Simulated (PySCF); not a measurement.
W(OH)3(H)3 (H₆O₃W), SMILES [OH][WH3]([OH])[OH], multiplicity 1. Geometry optimised at B3LYP-D3(BJ)/def2-SVP. The multiplicity is an assumed one; no other spin state was optimised. The structure was generated by enumeration; whether it is a known compound was not checked. The def2 effective core potentials stand for the cores of W; spin–orbit coupling is left out. The values are those of a single conformer.

Computed equilibrium geometry at B3LYP-D3(BJ)/def2-SVP (PySCF confirms it by a frequency run) as Cartesian coordinates in Å, and its point group (one conformer of several):
point group C3v.
```xyz
10

W      0.0000     0.0000     0.0767
O     -1.5845    -0.9148    -0.4259
H     -2.2830    -1.3181     0.1046
O      0.0000     1.8296    -0.4259
H      0.0000     2.6362     0.1046
O      1.5845    -0.9148    -0.4259
H      2.2830    -1.3181     0.1046
H      0.0000    -1.0416     1.4097
H     -0.9021     0.5208     1.4097
H      0.9021     0.5208     1.4097
```
Charge 0, spin multiplicity 1.
